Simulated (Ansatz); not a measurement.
Cu2Se⁺. Total charge 1; doublet. Geometry r2SCAN-D4/def2-TZVP; atoms count from 1.

```xyz
3

Cu   -0.871   -1.096   -0.403
Cu    0.712    1.011   -0.771
Se    0.159    0.085    1.173
```

No other spin state of charge 1 was run. The structure comes from a short search, and lower isomers may exist.

Question: Estimate the Mulliken populations from the PBE0/def2-TZVP orbitals of Ansatz.

Answer: 
```tsv
atom	charge (e)	spin (α − β)	d electrons
Cu1	0.48	0.03	9.84
Cu2	0.48	0.03	9.84
Se3	0.05	0.95	–
```
Mulliken values and Mayer orders depend strongly on the basis.

Question: Where does the spin sit?

Answer: Summed by element: Cu 0.05, Se 0.95, of 1 unpaired in all. Largest on single atoms: Se3 0.95, Cu1 0.03, Cu2 0.03.

Question: And the Mayer bond orders between bonded heavy atoms (over 0.3)?

Answer: Cu1–Se3 1.01 (2.22 Å); Cu2–Se3 1.00 (2.22 Å).
